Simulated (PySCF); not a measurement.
CH5AlClNO, SMILES [O](C)[Al]([NH2])[Cl].

The structure is a stationary point at ωB97X-D3(BJ)/def2-SVP. The structure was generated by enumeration; whether it is a known compound was not checked. Other conformers were not sampled.

Two levels are set side by side: PBE/def2-TZVP (PySCF) and B3LYP/def2-TZVP (PySCF). Same geometry, gas phase. Differences are taken from unrounded values.

| quantity | B3LYP | PBE | PBE minus B3LYP |
|---|---|---|---|
| orbital gap (eV) | 6.76 | 5.01 | -1.75 |
| highest occupied level (eV) | -7.34 | -6.16 | 1.19 |
| lowest empty level (eV) | -0.58 | -1.15 | -0.56 |
| dipole moment (D) | 1.35 | 1.41 | 0.05 |
| mean polarisability (bohr³) | 57.7 | 60.3 | 2.7 |

Without exact exchange PBE keeps part of each electron's self-repulsion, which lifts occupied levels and narrows the gap. Loosely held outer electrons make PBE densities more polarisable. Differences between two approximate levels are no errors against the true value.

Rough cost on one machine, each run with all the roots and properties that it gave: B3LYP against PBE within a factor of 2.
